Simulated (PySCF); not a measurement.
A structure optimised at PBE-D3(BJ)/def2-SVP, used in a PySCF frequency run:

```
C
C 1 1.3565
F 2 1.3469 1 120.48
H 1 1.1023 2 114.23 3 179.98
C 2 1.4927 3 111.21 1 179.99
H 5 1.1044 2 111.57 3 179.98
H 5 1.1104 6 109.21 2 121.90
H 5 1.1104 6 109.21 7 116.20
B 1 1.5528 4 118.63 2 179.98
F 9 1.3499 1 119.42 4 179.98
C 9 1.5756 10 116.94 1 179.96
H 11 1.1067 9 114.39 10 179.56
H 11 1.1119 12 108.42 9 123.13
H 11 1.1120 12 108.36 13 113.91
```
Charge 0, spin multiplicity 1.

Task: Write its SMILES and formula.

Result: CB(F)/C=C(/C)F, C4H7BF2

Task: What are its rotational constants (standard atomic weights)?

Result: 5.2555, 1.4827, 1.1735 GHz
